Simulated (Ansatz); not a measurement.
A series at Si: from `F[Si](I)(I)I`, ligands are replaced one by one, each step taking up H–F and setting free HI; n counts the steps. Ansatz, PBE0-D4/def2-TZVP geometries.

```json
{"n": "0", "molecule": "`F[Si](I)(I)I`", "HOMO energy, ωB97M-V/def2-TZVPP (eV)": "-9.86"}
{"n": "1", "molecule": "`F[Si](F)(I)I`", "HOMO energy, ωB97M-V/def2-TZVPP (eV)": "-10.16"}
{"n": "2", "molecule": "`F[Si](F)(F)I`", "HOMO energy, ωB97M-V/def2-TZVPP (eV)": "-10.75"}
{"n": "3", "molecule": "`F[Si](F)(F)F`", "HOMO energy, ωB97M-V/def2-TZVPP (eV)": "?"}
```

**Question.** By hand: fit a straight line y = ȳ + b (n − n̄) to the 3 given rows and predict n = 3.

**Answer.** n̄ = 1.000, ȳ = -10.257; Σ(n − n̄)(y − ȳ) = -0.890, Σ(n − n̄)² = 2.000, so b = -0.445 eV a step. Prediction: -10.257 + (-0.445) × (2.000) = -11.15 eV.

**Question.** By hand: compare with the computed value, -15.29 eV, and give the steps along the whole series.

**Answer.** The line misses by -4.14 eV (computed minus predicted). Steps: -0.30, -0.59, -4.54 eV.

One step carries most of the change, so a line is a poor guide. The highest orbital can change its character along such a series. The miss is 76.2 % of the series' range.
